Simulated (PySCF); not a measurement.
A structure optimised at PBE-D3(BJ)/def2-SVP, used in a PySCF frequency run:

```
C
H 1 1.1131
H 1 1.1175 2 105.80
O 1 1.4277 2 108.29 3 -120.82
Si 4 1.6836 1 122.79 2 142.90
H 5 1.4972 4 105.79 1 -175.13
H 5 1.5081 6 110.02 4 121.20
H 5 1.5092 6 110.72 7 119.30
Si 1 1.9162 2 108.96 3 118.29
H 9 1.5024 1 109.69 2 59.84
H 9 1.5040 10 109.01 1 -120.12
H 9 1.5069 10 109.44 11 -119.40
```

Problem. Write its SMILES and formula.

Solution. [SiH3]CO[SiH3], CH8OSi2

Problem. What are its rotational constants (standard atomic weights)?

Solution. 11.223, 1.8767, 1.7552 GHz
